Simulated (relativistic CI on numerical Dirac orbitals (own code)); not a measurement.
Computed by Dirac-Coulomb-Breit CI, orbitals from a KLI potential per configuration, QED by a radiative potential, unscaled Slater integrals (own radial code, finite nucleus).

Configuration list (outside the closed core 1s2): 2s, 2p, 3s, 3p, 3d, 4s, 4p, 4d, 4f, 5s, 5p, 5d, 5f, 5g, 6s, 6p, 6d. Levels of other configurations are missing.

At this charge energies of transitions that change n are usually good to better than 1 %, and those within a shell (Δn = 0) to a few per cent.

Outline of the computed level scheme of Kr XXXIV. Lowest level of each configuration: 2s ²S1/2 at 0.00 eV; 2p ²P°1/2 at 71.40 eV; 3s ²S1/2 at 2305.67 eV; 3p ²P°1/2 at 2325.49 eV; 3d ²D3/2 at 2351.89 eV; 4s ²S1/2 at 3101.63 eV; 4p ²P°1/2 at 3109.78 eV; 4d ²D3/2 at 3120.86 eV; 4f ²F°5/2 at 3123.57 eV.

Some strong electric-dipole decays among the lowest 15 levels: 3d ²D5/2 → 2p ²P°3/2 (8.7e+13 s⁻¹); 3d ²D3/2 → 2p ²P°1/2 (7.5e+13 s⁻¹); 3p ²P°1/2 → 2s ²S1/2 (3.1e+13 s⁻¹); 3p ²P°3/2 → 2s ²S1/2 (2.9e+13 s⁻¹); 4d ²D5/2 → 2p ²P°3/2 (2.8e+13 s⁻¹); 4d ²D3/2 → 2p ²P°1/2 (2.5e+13 s⁻¹); 4f ²F°7/2 → 3d ²D5/2 (1.8e+13 s⁻¹); 4f ²F°5/2 → 3d ²D3/2 (1.7e+13 s⁻¹).
